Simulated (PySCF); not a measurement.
# Two-component Hartree-Fock for Au³⁺ (gold, charge +3)

Start: [Xe] 4f14 5d8; 5d3/2 filled at m_j = -1/2, +1/2, +3/2; 5d5/2 filled at m_j = -3/2, -1/2, +1/2, +3/2, +5/2. Calculated with PySCF 2.14 in x2c-SVPall-2c with one added diffuse shell each of s, d type (8s9p10d2f, 99 functions): generalised Hartree-Fock with the X2C-1e Hamiltonian and a Gaussian nucleus; one run each with spin-orbit coupling (SO) switched off, then screened by Boettger's factors. This is a chosen level, not necessarily the ground level.

```
spinor shell  electrons  ε, spin-free (eV)  ε, screened SO (eV)  weight of nominal j (screened SO)  rms radius, screened SO (bohr)
       1s1/2          2           -81209.3             -81178.2                              1.000                          0.0191
       2s1/2          2           -14511.7             -14501.9                              1.000                          0.0769
       2p1/2          2           -12563.6             -13885.5                              1.000                          0.0651
       2p3/2          4           -12563.6             -12043.9                              1.000                          0.0731
       3s1/2          2            -3522.6              -3519.2                              1.000                           0.196
       3p1/2          2            -2948.5              -3242.9                              1.000                           0.188
       3p3/2          4            -2948.5              -2830.1                              1.000                           0.204
       3d3/2          4            -2324.9              -2375.2                              1.000                           0.180
       3d5/2          6            -2324.9              -2288.0                              1.000                           0.183
       4s1/2          2            -830.74              -829.59                              1.000                           0.432
       4p1/2          2            -639.25              -710.47                              1.000                           0.438
       4p3/2          4            -639.25              -610.22                              1.000                           0.471
       4d3/2          4            -404.09              -414.73                              1.000                           0.486
       4d5/2          6            -404.09              -395.71                              1.000                           0.496
       5s1/2          2            -164.32              -164.05                              1.000                           0.995
       4f5/2          6            -141.05              -142.68                              0.998                           0.544
       4f7/2          8            -141.05              -138.76                              0.999                           0.545
       5p1/2          2            -110.49              -123.08                              0.995                            1.13
       5p3/2          4            -110.49              -104.99                              0.998                            1.16
       5d5/2          5            -47.927              -47.409                              0.758                            1.54
       5d3/2          3            -47.927              -48.846                              0.907                            1.51
```

```tsv
quantity	spin-free	screened SO
E (hartree)	-18994.34429	-19023.52070
M_J	4	4
⟨J²⟩	20.008	20.007
⟨L²⟩	12.006	12.472
⟨S²⟩	2.002	2.050
```

Each row is a mean over spinors that exchange with the open shell spreads, by up to 7.349 eV (5p3/2).

Rows whose weight is well below 1 are mixtures of j = l ± 1/2: exchange outweighs spin-orbit coupling there, and the label is only the starting occupation.

Breit and QED terms are absent; they matter most for the inner s and p1/2 levels.

Densities and radii are taken from the X2C orbitals without a picture-change correction, which distorts them close to the nucleus.

Without spin-orbit coupling the j labels of p, d and f shells carry no meaning; the spin-free column gives the mean over the occupied spinors of each nl shell.
